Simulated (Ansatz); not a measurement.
PPPSb tetrahedron (SbP3). Charge 0, multiplicity 1. Geometry PBE0-D4/def2-SVP.

```xyz
4

P    -0.707   -0.550    1.064
P     0.442    1.241    0.444
P     1.143   -0.780   -0.135
Sb   -0.879    0.089   -1.373
```

In the def2 sets Sb takes a core potential; there is no spin–orbit coupling.

(1) Estimate the orbital energies around the gap (eV) in Ansatz with LDA (SPW92)/def2-TZVP, PBE-D4/def2-SVP, revPBE-D4/def2-TZVP, r2SCAN-D4/def2-TZVP, ωB97X-V/def2-TZVP.

Results:

(1) 
```tsv
orbital	LDA (SPW92)/def2-TZVP	PBE-D4/def2-SVP	revPBE-D4/def2-TZVP	r2SCAN-D4/def2-TZVP	ωB97X-V/def2-TZVP
HOMO−5	-8.36	-8.28	-8.17	-8.58	-11.58
HOMO−4	-7.72	-7.64	-7.51	-7.87	-10.63
HOMO−3	-7.02	-6.93	-6.83	-7.15	-9.99
HOMO−2	-7.02	-6.93	-6.83	-7.15	-9.99
HOMO−1	-6.23	-6.13	-6.02	-6.31	-8.95
HOMO	-6.23	-6.13	-6.02	-6.31	-8.95
LUMO	-2.35	-2.11	-2.11	-2.07	0.32
LUMO+1	-2.35	-2.11	-2.11	-2.07	0.32
LUMO+2	-1.91	-1.45	-1.61	-1.42	0.95
LUMO+3	-1.67	-1.40	-1.44	-1.37	1.36
LUMO+4	-1.32	-0.72	-1.03	-0.86	1.73
LUMO+5	-1.32	-0.71	-1.03	-0.86	1.73
```
